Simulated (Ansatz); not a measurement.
Molecule: CH$_{7}$ClNSi$_{2}$ (charge 0, doublet). It need not be the lowest isomer of its formula. 
Geometry from a B3LYP-D3(BJ)/def2-TZVP (Ansatz, a program for electronic structure) optimisation:
SMILES: [N]([Si@@H](Cl)C)[SiH3]
```xyz
12

Si     0.7351     0.1557    -0.6065
C      2.1883    -0.9697    -0.3022
Cl     0.7140     1.6022     0.8950
N     -0.6894    -0.7819    -0.6836
Si    -2.2138    -0.9049     0.1118
H      0.8258     0.8946    -1.8832
H      2.2666    -1.7097    -1.0996
H      3.1070    -0.3819    -0.2677
H      2.0769    -1.4892     0.6503
H     -2.1684    -0.5409     1.5484
H     -2.7505    -2.2771    -0.0290
H     -3.0982     0.0486    -0.6096
```
Charge 0, spin multiplicity 2.

Computed values are from Ansatz. Correlated levels leave the core frozen unless marked. Open shells are spin-unrestricted. Spin-orbit coupling is left out. No relativistic terms. Basis-set limits of correlation are two-point, X^-3; Hartree-Fock from the larger set.

```
Item                                                                   Value
---------------------  -----------------------------------------------------
atomisation energy De  3985.5 kJ/mol at CCSD(T)/CBS(cc-pV(T+d)Z,cc-pV(Q+d)Z)
total energy           -1134.9234 Eh at CCSD(T)/CBS(cc-pV(T+d)Z,cc-pV(Q+d)Z)
dipole moment                              1.33 D at CCSD(T)/aug-cc-pV(D+d)Z
T1 diagnostic                                      0.015 at CCSD/cc-pV(Q+d)Z
```
